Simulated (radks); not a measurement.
The xenon ion Xe5+ is in [Kr] 4d10 5s2 5p1. All-electron calculation, scalar-relativistic Kohn-Sham, PBE, spin-polarised, spherical densities, finite nucleus; Fermi nuclear charge, rms radius of each element as measured or else 0.836 A^(1/3) + 0.57 fm. Program: a radial shooting solver on a logarithmic mesh with Libxc functionals. Open shells are filled with parallel spins first. One electron is removed from 5p, 5s, 4p, 4d in turn, with full relaxation. Which removal costs least, and what does each cost?

Answer. 5p 65.296 eV; 5s 79.278 eV; 4d 130.64 eV; 4p 213.82 eV. The 5p electron leaves first.
